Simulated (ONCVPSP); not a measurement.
**Ga (Z = 31): one change to an ONCV potential, before and after**

ONCVPSP 4.0.1 input, shortened (lines: element, Z, core and valence counts, functional; n l f; lmax; l rc ep ncon nbas qcut; lloc lpopt rc5 dvloc0; l nproj debl; icmod fcfact rcfact), PBE, scalar-relativistic:

```
  Ga 31.00    4    4        4      upf
    1    0    2.00
    2    0    2.00
    2    1    6.00
    3    0    2.00
    3    1    6.00
    3    2   10.00
    4    0    2.00
    4    1    1.00
    2
    0    2.00    0.00    4    7    4.00
    1    1.35    0.00    4    7    7.90
    2    1.00    0.00    4    8   18.60
    2    5    1.00    0.00
    0    2    3.90
    1    2    1.50
    2    0    3.50
    3    3.75    1.50
```

Change: d: nproj 1; local potential polynomial inside 0.95 bohr (lpopt 5, dvloc0 0 Ha).

Cutoffs: the cutoffs (Ha) at which the residual kinetic energy of the hardest occupied pseudo-wave falls to 1 and 0.1 mHa per electron; they do not see the model core or the augmentation charge, which bear on the density cutoff. Errors are all-electron minus pseudo energies relative to the spin-unpolarised reference configuration.

**Question.** Predict the effect on cutoff, ghosts and configuration errors.

**Answer.** The potential gets neither clearly harder nor softer (119 Ha and 135 Ha → 119 Ha and 135 Ha); both files keep a bound ghost (s); of the 3 tests that both files solve, the error grows in 2 and shrinks in 0 by more than 15 % and 0.3 meV (median size 0.1 → 0.6 meV).

| quantity | base | changed |
| --- | --- | --- |
| cutoff, loose | 119 Ha | 119 Ha |
| cutoff, tight | 135 Ha | 135 Ha |
| bound ghosts | s | s |
| GHOST(+) flags under 300 eV | s at 180.0 eV | none |
| tests with a reliable result | 3 of 4 | 3 of 4 |
| error for 3p6 3d10 4s2 4p0, meV [ΔE 5.69 eV] | 0.0 | -0.6 |
| error for 3p6 3d10 4s1 4p0, meV [ΔE 26.82 eV] | -6.2 | -11 |
| error for 3p6 3d10 4s2 4p0.5, meV [ΔE 2.03 eV] | -0.1 | -0.2 |
| s: phases at 2.03 bohr within 0.05 rad from the reference energy up to (Ha; the scan ends near 5) | to the end of the scan | to the end of the scan |
| p: phases at 1.37 bohr within 0.05 rad from the reference energy up to (Ha; the scan ends near 5) | to the end of the scan | to the end of the scan |
| d: phases at 1.01 bohr within 0.05 rad from the reference energy up to (Ha; the scan ends near 5) | 3.0 | 3.6 |
| rms error of d²Exc/dni dnj with the model core, mHa | 1.43 | 1.43 |

 A true bound ghost makes a file unfit for plane-wave use even where its test errors are small: the radial tests pick states by their node count and pass the ghost by.
